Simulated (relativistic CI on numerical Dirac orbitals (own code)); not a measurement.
**Lu LVI: q coefficients and field-shift factors**

Calculated at this level of theory: Dirac-Coulomb-Breit CI, orbitals from a KLI potential per configuration, derivatives by finite differences, unscaled Slater integrals, QED left out (own radial code, finite nucleus).

Configuration list (outside the closed core [Ne]): 3s²3p⁴, 3s3p⁵, 3s²3p³3d, 3p⁶, 3s3p⁴3d, 3p⁵3d, 3p⁴3d², 3p³3d³. Double excitations out of closed p, d and f shells are left out; levels of such configurations are missing from the list, as are those of other unlisted configurations, and high levels can miss mixing partners.

With x = (α/α₀)² − 1 an excitation energy changes as ω = ω₀ + qx; K = 2q/ω₀ is the relative enhancement. Terms are leading LS components, so labels can repeat. The field-shift factor is F = δν/δ⟨r²⟩ for the transition from the lowest level.

Lowest level 3s²3p⁴ ³P2.

```tsv
Level	ω₀ (cm⁻¹)	q (cm⁻¹)	F (GHz/fm²)
3s²3p⁴ ¹S0	168216	9861	-0.177
3s²3p³3d ³D°2	1803341	96950	21.1
3s²3p³3d ³D°1	1870090	114500	-2.03
3s²3p³3d ³F°3	1872262	103600	26.3
3s²3p³3d ³P°0	1872661	106100	25.3
3s²3p⁴ ³P1	2291947	2.79e+06	-319
3s²3p³3d ³F°4	2365631	635700	36.8
3s²3p⁴ ¹D2	2368955	2.785e+06	-320
3s²3p³3d ³D°2	2420393	686200	-49.6
3s²3p³3d ³D°3	2576604	659700	32.6
3s²3p³3d ³D°1	2658079	676000	16.4
3s3p⁵ ³P°2	3727363	3.035e+06	-4740
3s3p⁵ ¹P°1	3876142	3.004e+06	-3420
```

At this charge energies of transitions that change n are usually good to better than 1 %, and those within a shell (Δn = 0) to a few per cent.

(1) Which transition from the lowest level has the largest |K|?

Answers

(1) 3s²3p⁴ ³P1 at 2291947 cm⁻¹, K = 2.43.
